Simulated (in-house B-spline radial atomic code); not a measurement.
Configurations of Ru IX (Ru8+), with energies counted from [Ar] 3d10 4s2 4p6. Method: scalar-relativistic (X2C) wB97X, spin-polarised, spherical fractional occupations, Fermi nucleus of rms radius 4.4809 fm. Calculated with a B-spline radial code for spherical atoms. Caution: exact exchange at fractional occupations of open shells leaves self-interaction of up to several eV. Shells without spins written out take the highest spin.

Occupations are held fixed; configurations that lie above the ionisation limit could autoionise.

| configuration | E - E(ref) (eV) | highest orbital | its <r> (bohr) |
| --- | --- | --- | --- |
| [Ar] 3d10 4s(0 up, 1 down) 4p6 5s(1 up, 0 down) | 116.48 | 5s up | 1.92 |
| [Ar] 3d10 4s1 4p6 4f1 | 135.1 | 4f up | 1.473 |
| [Ar] 3d9 4s2 4p6 4d1 | 308.96 | 4d up | 1.141 |
| [Ar] 3d9 4s2 4p6 5s1 | 341.04 | 5s up | 1.898 |
| [Ar] 3d9 4s2 4p6 4f1 | 359.82 | 4f up | 1.433 |
| [Ar] 3d9 4s2 4p6 5d1 | 373.13 | 5d up | 2.407 |
| [Ne] 3s2 3p5 3d10 4s2 4p6 5d1 | 547.04 | 5d up | 2.409 |

**Question.** Order these further configurations by energy, lowest first.
A. [Ne] 3s2 3p5 3d10 4s2 4p6 4f1
B. [Ar] 3d(5 up, 4 down) 4s2 4p6 5f(1 up, 0 down)
C. [Ar] 3d10 4s1 4p6 5p1
D. [Ar] 3d(5 up, 4 down) 4s2 4p6 4d(0 up, 1 down)
E. [Ar] 3d10 4s2 4p(3 up, 2 down) 5s(1 up, 0 down)

**Answer.** E (85.713 eV), C (130.39 eV), D (309.25 eV), B (390.23 eV), A (533.64 eV).

**Question.** How far above the reference does [Ar] 3d10 4s2 4p5 5f1 lie?

**Answer.** 134.35 eV; its least bound orbital is 5f up with <r> = 2.995 bohr.

**Question.** How far above the reference does [Ne] 3s2 3p5 3d10 4s2 4p6 5s1 lie?

**Answer.** 514.92 eV; its least bound orbital is 5s up with <r> = 1.898 bohr.
